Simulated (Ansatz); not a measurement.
CuNi₂⁺ was relaxed with PBE0-D4 (def2-TZVP) in Ansatz in these states: charge +1 quintet, charge +1 triplet. The geometries follow in no particular order.

A:

```xyz
3

Ni    0.751    0.764    0.832
Ni   -0.920   -1.018    0.530
Cu    0.169    0.253   -1.363
```

B:

```tsv
atom	x (Å)	y (Å)	z (Å)
Ni1	-0.0041	0.4266	1.3235
Ni2	0.4966	0.8280	-1.0007
Cu3	-0.4925	-1.2546	-0.3228
```

**Question.** Judge from the bond lengths which geometry belongs to which state (an estimate).

**Answer.** A is the charge +1 quintet (Ni2–Cu3 2.527 Å, Ni1–Cu3 2.328 Å, Ni1–Ni2 2.462 Å); B is the charge +1 triplet (Ni2–Cu3 2.403 Å, Ni1–Cu3 2.403 Å, Ni1–Ni2 2.411 Å).

At PBE0-D4/def2-TZVP a triplet lies 1.48 eV below the charge +1 quintet. These are the stationary points nearest to one start from a short search; other shapes may lie lower in each state.
